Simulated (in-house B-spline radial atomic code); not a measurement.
# Ionising Ti VI (Ti5+) with different functionals

Computed with a B-spline radial code for spherical atoms: scalar-relativistic (spin-free X2C) Hamiltonian, Fermi nucleus of rms radius 3.5921 fm, spin-polarised at highest spin, spherical fractional occupations for the functionals, and exact exchange of hybrids averaged over the configuration. The ionisation energy is the difference of two self-consistent energies, [Ne] 3s2 3p5 → [Ne] 3s2 3p4, without Breit or QED terms; ε is the level of the shell that loses the electron (its least bound occupied spin orbital).

| method | rung | ΔSCF (eV) | -ε(3p) (eV) |
| --- | --- | --- | --- |
| PBE0 | global hybrid | 119.64 | 112.18 |
| B3LYP | global hybrid | 119.70 | 111.66 |
| TPSSh | global hybrid | 119.73 | 110.67 |
| BHandHLYP | global hybrid | 119.44 | 114.76 |
| r2SCAN0 | global hybrid | 119.72 | 112.46 |
| B97-1 | global hybrid | 119.67 | 111.73 |
| HSE06 | range-separated hybrid | 119.62 | 111.74 |
| wB97X | range-separated hybrid | 119.61 | 114.74 |
| CAM-B3LYP | range-separated hybrid | 119.65 | 113.64 |
| LC-wPBE | range-separated hybrid | 119.81 | 115.02 |

Among the functionals, which spreads more, the ΔSCF values or the orbital energies?

The orbital energies: ΔSCF values span about 0.36 eV and the orbital energies 4.35 eV; here energy differences depend much less on the functional than eigenvalues do.

How do they compare with the NIST value?

NIST lists 119.53 eV ± 0.025 (semi-empirical, ground level to ground level). Errors run from -0.09 to +0.27 eV; wB97X is closest (+0.08 eV), though others lie within the uncertainty of it, and part of that can be cancellation, since the calculations leave out spin-orbit coupling, Breit-QED terms, multiplet and fine-structure energies.
